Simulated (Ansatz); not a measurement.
Wavefunction ladder for F2I2Sn, SMILES `[F][Sn]([F])([I])[I]`

Cartesian coordinates in Å:
```
F -1.594 0.567 -0.961
Sn -0.066 -0.033 -0.008
F -0.632 -1.700 0.704
I 1.888 -0.457 -1.714
I 0.404 1.624 1.978
```

The species carries charge 0 and has multiplicity 1. Correlated methods include outer-core shells of I, Sn, which these sets cover unevenly. Sn, I takes the def2 core potential. All single points use the PBE0-D4/def2-TZVP geometry. Frozen core, restricted reference, the Gaussian-basis code of Ansatz.

```csv
basis,HF (Eh),MP2 corr.,CCSD corr.,(T),CCSD(T) total
def2-SVP,?,-0.71115,-0.72700,?,?
def2-TZVPP,-1005.80479,?,?,-0.04556,?
def2-QZVPP,-1005.82140,-2.40591,–,–,–
```

Q: Fill in the withheld values. (Best estimate.)

A: The calculation gave: def2-SVP HF (Eh): -1005.50842; def2-SVP (T): -0.01558; def2-SVP CCSD(T) total: -1006.25100; def2-TZVPP MP2 corr.: -1.79803; def2-TZVPP CCSD corr.: -1.72538; def2-TZVPP CCSD(T) total: -1007.57573.
